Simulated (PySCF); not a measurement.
**C5H3NO: calculation and literature**

Molfile (atoms numbered from 1):
```
C5H3NO
     RDKit          3D

 10 10  0  0  0  0  0  0  0  0999 V2000
    3.1221   -0.5094   -0.2594 N   0  0  0  0  0  0  0  0  0  0  0  0
    2.0054   -0.2751   -0.1535 C   0  0  0  0  0  0  0  0  0  0  0  0
    0.6330   -0.0071   -0.0293 C   0  0  0  0  0  0  0  0  0  0  0  0
   -0.4405   -0.9295   -0.2155 C   0  0  0  0  0  0  0  0  0  0  0  0
   -1.5734   -0.2161    0.0094 C   0  0  0  0  0  0  0  0  0  0  0  0
   -1.2843    1.0609    0.3160 O   0  0  0  0  0  0  0  0  0  0  0  0
    0.0431    1.1891    0.2931 C   0  0  0  0  0  0  0  0  0  0  0  0
   -0.3541   -1.9632   -0.4784 H   0  0  0  0  0  0  0  0  0  0  0  0
   -2.6080   -0.4946   -0.0180 H   0  0  0  0  0  0  0  0  0  0  0  0
    0.4656    2.1497    0.5131 H   0  0  0  0  0  0  0  0  0  0  0  0
  1  2  3  0
  2  3  1  0
  3  4  1  0
  4  5  2  0
  5  6  1  0
  6  7  1  0
  7  3  2  0
  4  8  1  0
  5  9  1  0
  7 10  1  0
M  END
```

- σ from GIAO-PBE0/pcSseg-1
- geometry: GFN2-xTB
- code: PySCF 2.14.0 with density-fitted response routines
- no relativistic terms, isolated molecule, a single conformation

Reference values: estimated from measurements, as parent shift plus tabulated substituent increment (solution, not stated per compound (mostly CDCl3 or CCl4); Pretsch, Buehlmann, Badertscher, Structure Determination of Organic Compounds, 4th ed. (2009)).
| atoms | quantity | reference | computed | computed, scaled |
| --- | --- | --- | --- | --- |
| H10 | δ $^{1}$H | 7.83 | 7.96 | 7.60 |
| H9 | δ $^{1}$H | 7.36 | 7.55 | 7.21 |
| H8 | δ $^{1}$H | 6.52 | 6.94 | 6.64 |

Computed shifts are σ(ref) − σ with the named reference compound (TMS for H and C) calculated as an isolated molecule at the same level. The measured values may be among those fitted. Expected solution values come from regression of measured δ (H and C: mostly CDCl3, vs TMS) on computed σ: $^{1}$H: δ = 30.01 − 0.943σ (rms 0.17 ppm, 504 shifts, 0.18 ppm with the 4 outliers that the fit left out). Occasional misses reach two or three times the rms, and more in compound classes unlike the fitted ones.

Problem. How far are the unscaled $^{1}$H shifts from the references?

Solution. Mean signed difference +0.25 ppm, mean absolute 0.25 ppm over 3 comparisons; the largest is +0.42 ppm at H8 (hydrogen on an aromatic CH).
